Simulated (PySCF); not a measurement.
## How the method changes the constants of SiGe⁺

State: ⁴Σ⁻ (quartet), unpaired electrons σ ↑, π ↑↑. Set-up: Si def2-TZVPPD, Ge def2-TZVPPD; no relativity (PySCF 2.14). De refers to Si + Ge⁺ in their high-spin ground configurations, without counterpoise correction. The functionals are run spin-unrestricted. A positive dipole points towards Ge; it is taken about the centre of mass and depends on that origin.

```tsv
Level	Re (Å)	ωe (cm⁻¹)	De (eV)	μ (D)	CPU s a point (SCF and correlation, without the integrals)
UHF	2.331	395	2.06	-2.16	1.4
UHF-MP2	2.318	397	3.20	n/a	2.2
UHF-SCS-MP2	2.304	414	2.88	n/a	n/a
UHF-CCSD	2.331	385	2.97	n/a	n/a
UHF-CCSD(T)	2.339	376	3.16	n/a	58
LDA	2.339	360	4.14	-2.36	0.87
PBE	2.373	346	3.63	-2.22	1.4
TPSS	2.358	354	3.51	-2.18	2.3
r²SCAN	2.344	366	3.60	-2.34	1.8
TPSSh	2.346	364	3.42	-2.17	2.6
PBE0	2.341	372	3.39	-2.19	2.6
BHandHLYP	2.332	379	2.92	-2.26	1.7
LC-ωPBE	2.293	412	2.97	-2.14	5.3
B2PLYP	2.346	368	3.19	-2.25	2.3
```

(1) Which functional lies closest to UHF-CCSD(T) in De, which farthest, and by how much do they differ from it?

(2) What does the step from GGA to meta-GGA do here, going from PBE to r²SCAN?

(3) What does a tenth of exact exchange do here, going from TPSS to TPSSh?

Correlated steps freeze 14 core orbitals. Spin–orbit coupling is left out. For an ion De counts to the pair picked by the measured ionisation energies or electron affinities, which need not be the lowest pair at this level. B2PLYP dipoles, levels and charges come from its SCF part alone. The state was picked by a PBE0 search and need not be the measured ground state.

The whole job (state search and all levels along the bond) took about 8 min on 2 threads of Intel Xeon 6975P-C (shared host), peak memory 4.4 GiB.

## Answers

(1) Closest is B2PLYP (+0.7 pm in Re, -2.1 % in ωe, +0.03 eV in De against UHF-CCSD(T) in the same basis), farthest LDA (+0.0 pm in Re, -4.3 % in ωe, +0.98 eV in De). CCSD(T) converges more slowly with the basis than the functionals do and binds too weakly in this one, so the order can change at the basis-set limit.

(2) r²SCAN less PBE: -2.9 pm in Re, +5.8 % in ωe, -0.03 eV in De. 

(3) TPSSh less TPSS: -1.2 pm in Re, +2.8 % in ωe, -0.09 eV in De. Exact exchange removes part of the self-interaction that spreads semilocal densities, and in most molecules shortens and stiffens the bond and lowers De; so it does here.
